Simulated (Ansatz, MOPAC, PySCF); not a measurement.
Intermolecular potential of AlCl3 ··· H4OSi (SMILES [Cl][Al]([Cl])[Cl] and O[SiH3]), singlet. Monomers: optimised at B3LYP-D3(BJ) (def2-TZVP), held rigid. Orientation: lowest of the rigid-body minima from ten starts at GFN2-xTB (searched outside a hard wall at short contacts). R is the distance of the centres of mass, along which the second monomer moves. The shortest distances reach bonding range, where SAPT0 and rigid monomers are unreliable.

Methods: RKS-BP86/6-31G* = PySCF with restricted BP86/6-31G*, spherical d, no counterpoise correction; RKS-B3LYP/6-311+G** = restricted B3LYP/6-311+G**, spherical d, no counterpoise correction (PySCF); PM3, restricted, heats of formation (MOPAC); CCSD(T)/aug-cc-pVDZ = CCSD(T) on RHF/aug-cc-pVDZ, frozen core, counterpoise-corrected (Ansatz, a quantum-chemistry and plane-wave program).

Interaction energies in kcal/mol; the last columns give the difference from CCSD(T):

```
R / Å  RKS-BP86/6-31G*  RKS-B3LYP/6-311+G**     PM3  CCSD(T)/aug-cc-pVDZ  RKS-BP86/6-31G* − CCSD(T)/aug-cc-pVDZ  RKS-B3LYP/6-311+G** − CCSD(T)/aug-cc-pVDZ  PM3 − CCSD(T)/aug-cc-pVDZ
-----  ---------------  -------------------  ------  -------------------  -------------------------------------  -----------------------------------------  -------------------------
2.82            -12.03               -11.20  -29.68                -7.84                                  -4.19                                      -3.36                     -21.84
2.98            -15.95               -15.06  -29.96               -12.87                                  -3.07                                      -2.19                     -17.08
3.19            -15.83               -15.08  -29.14               -13.81                                  -2.02                                      -1.26                     -15.33
3.35            -14.19               -13.60  -27.57               -12.73                                  -1.47                                      -0.87                     -14.85
3.62            -10.85               -10.51  -15.87               -10.01                                  -0.85                                      -0.50                      -5.87
3.86             -8.22                -8.03   -2.72                -7.73                                  -0.50                                      -0.30                       5.00
4.23             -5.28                -5.16    3.50                -5.05                                  -0.23                                      -0.10                       8.55
4.72             -3.08                -2.90    1.84                -2.87                                  -0.21                                      -0.04                       4.71
5.38             -1.59                -1.49    0.24                -1.38                                  -0.21                                      -0.10                       1.62
6.37             -0.50                -0.68   -0.38                -0.53                                   0.03                                      -0.15                       0.15
7.68             -0.12                -0.27   -0.33                -0.18                                   0.06                                      -0.08                      -0.15
```

RKS-BP86/6-31G* is furthest from CCSD(T)/aug-cc-pVDZ at 2.82 (-4.19 kcal/mol, below); its mean absolute difference over the points is 1.17 kcal/mol.

RKS-B3LYP/6-311+G** is furthest from CCSD(T)/aug-cc-pVDZ at 2.82 (-3.36 kcal/mol, below); its mean absolute difference over the points is 0.81 kcal/mol.

PM3 is furthest from CCSD(T)/aug-cc-pVDZ at 2.82 (-21.84 kcal/mol, below); its mean absolute difference over the points is 8.65 kcal/mol.
